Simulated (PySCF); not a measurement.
Correlation energy of Cd (cadmium, neutral)

[Kr] 4d10 5s1 5p1, high-spin 3P determinant (an excited configuration). All numbers are calculated (PySCF 2.14, scalar relativity through the core potential, in aug-cc-pVTZ-PP with ECP28MDF). Frozen: 4s2 4p6; 12 electrons correlated.

```json
{"level": "CCSD", "correlation energy (mhartree)": "-394.61"}
{"level": "(T)", "correlation energy (mhartree)": "-13.78"}
{"level": "CCSD(T)", "correlation energy (mhartree)": "-408.39"}
```

Diagnostics: T1 = 0.014, D1 = 0.0573, largest double amplitude 0.023.

Task: Is a single reference adequate?

Result: Yes, within this model without spin-orbit coupling: T1 lies below 0.03 and no double amplitude reaches 0.07.
